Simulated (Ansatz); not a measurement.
Diatomic PO, multiplicity 2 (the spin of the measured ground state).

D_e counts from the fitted minimum to each atom's lowest state at the same level, without counterpoise.

Correlated levels freeze the cores.

Codes used: Ansatz (Gaussian orbitals). Values without a source in brackets are computed.

**Question.** Predict the bond energy D_e from wB97M-V/def2-TZVPP.

**Answer.** 145.2 kcal/mol

**Question.** What is the computed bond energy D_e (PBE/def2-TZVPP)?

**Answer.** 153.0 kcal/mol

**Question.** Give the bond energy D_e at the level B2PLYP/def2-TZVPP.

**Answer.** 142.8 kcal/mol

Ansatz is a first-principles code.
